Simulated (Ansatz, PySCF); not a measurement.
CH₄Mg (SMILES [CH3][MgH]), singlet, at a GFN2-xTB geometry (such geometries of metal compounds can be far from the true shape), atoms displaced at random by about 0.03 Å a coordinate. Base run: PBE/cc-pVDZ, gradient (PySCF).

The PySCF input:
```python
from pyscf import gto, scf, dft

mol = gto.M(
    atom='''
Mg   -0.650154   -0.530642   -0.129953
H    -2.308658   -0.552585   -0.289920
C     1.000898    0.676041    0.103760
H     1.563351    0.574587    1.142930
H     0.638357    1.700343    0.138494
H     1.820144    0.663940   -0.514521
''',
    basis='cc-pvdz',
    charge=0,
    spin=0,
    verbose=4,
)

mf = dft.RKS(mol)
mf.xc = 'pbe'
mf.kernel()
g = mf.nuc_grad_method()
grad = g.kernel()
```

Programs used: Ansatz (a program for electronic structure), PySCF; a row that names a program was run with it.

The coordinate followed is x of atom 4.

The base run was repeated with changes; each row names its change, and settings that it needs were set with it.

```csv
change,dE/dx (Eh/bohr),net force (Eh/bohr)
base,0.021345,0.000054
finite difference step (bohr) = 1e-4; conv_tol = 1e-11,0.021351,-
grids.level = 0; grid_response = on,0.022415,0.000000
grids.level = 0; grid_response = off,0.021592,0.002466
density fitting = on,0.021323,0.000054
finite difference step (bohr) = 0.01; conv_tol = 1e-11,0.021351,-
grids.level = 5; grid_response = on,0.021346,0.000000
conv_tol = 1e-4,0.021279,0.000054
conv_tol = 1e-6,0.021352,0.000054
code = ansatz,0.021347,0.000000
grids.level = 5; grid_response = off,0.021346,0.000003
grids.level = 1; grid_response = off,0.021352,0.000234
```

The net force is zero for an exact gradient.
